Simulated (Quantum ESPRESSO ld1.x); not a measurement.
Charge is removed step by step from the 3s1/2 level of neutral dysprosium, starting from [Xe] 4f10 6s2. Calculated with ld1.x of Quantum ESPRESSO 7.5: Dirac Kohn-Sham, PBE, spin-unpolarised, spherical densities, point nucleus; open shells fill j = l - 1/2 first.

| removed (e) | E - E(0) (eV) | eigenvalue (eV) | E minus straight line (eV) |
|---|---|---|---|
| 0 | 0.000 | -1985.4 | 0.000 |
| 0.25 | 497.69 | -1996.2 | -4.201 |
| 0.5 | 998.13 | -2007.4 | -5.658 |
| 0.75 | 1501.4 | -2018.8 | -4.282 |
| 1 | 2007.6 | -2030.6 | 0.000 |

Removing the whole electron costs 2007.6 eV by Delta-SCF, against 1985.4 eV from minus the eigenvalue at the starting occupation. Slater's transition state (half an electron removed) gives 2007.4 eV. Integrating minus the eigenvalue over the occupation (Janak's theorem) gives 2007.6 eV. The mean slope of the eigenvalue, de/dn, is 45.2 eV per electron.
